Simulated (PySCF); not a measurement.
**From computed data to an observable: oscillator strength and radiative lifetime**

Pb(SH)2 (H2PbS2), SMILES [SH][Pb][SH] (connectivity only; charge and spin as stated), neutral, multiplicity 1.

Coordinates come from a PBE-D3(BJ)/def2-SVP optimisation. The def2 effective core potentials stand for the cores of Pb; spin–orbit coupling is left out. The values are those of a single conformer.

TDDFT-CAM-B3LYP/def2-SVPD run with PySCF puts the first singlet state with f over 0.02 at 3.71 eV (vertical), with the transition dipole (0.050, 0.580, 0.000) in atomic units.

Problem. Find the oscillator strength, the wavelength and the radiative lifetime that this transition would have in vacuum if emission retraced absorption.

Solution. 
|μ|² = 0.3389 au, so |μ| = 1.48 D. ΔE = 3.71/27.211 = 0.1363 hartree. f = (2/3) ΔE |μ|² = 0.031 (the program prints 0.031).
λ = 1239.84/3.71 = 334 nm; ν = 29923 cm⁻¹.
Einstein's coefficient A = 0.6670 ν² f s⁻¹ (ν in cm⁻¹) = 1.8e7 s⁻¹, so τ = 1/A = 54 ns. This state is S2; the lower singlet has f = 0.010. The figure is the radiative limit of this one transition; relaxation, internal conversion, crossing to triplets and a medium change what is measured.
